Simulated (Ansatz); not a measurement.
Reaction (redistribution): `NB(N)S` + `[SiH3][SiH2][SiH2][SiH3]` → `NB(S)[SiH2][SiH3]` + `N[SiH2][SiH3]`

Computed with Ansatz on PBE0-D4/def2-TZVP structures; ΔE is electronic, products minus reactants. CBS: MP2 limit from def2 TZ/QZ plus the TZ coupled-cluster correction, frozen cores. This one scheme is used for every species. DFT in def2-TZVPP. B3LYP here is the variant with VWN-RPA as its local correlation; programs differ in this. Each species was taken in one conformer, which may not be the lowest.

```
             level  ΔE (kcal/mol)  difference from CCSD(T)/CBS
         r2SCAN-D4           15.7                          0.9
          B3LYP-D4           14.9                          0.1
           ωB97X-V           15.0                          0.2
           ωB97M-V           14.8                          0.0
            B2PLYP           14.3                         -0.5
             B3LYP           14.5                         -0.3
     HF/def2-TZVPP           15.1                          0.3
SCS-MP2/def2-TZVPP           13.7                         -1.1
     MP2/CBS(def2)           14.4                         -0.4
    CCSD/CBS(def2)           15.0                          0.2
       CCSD(T)/CBS           14.8                            0
```

Largest T1 diagnostic among the species: 0.014.
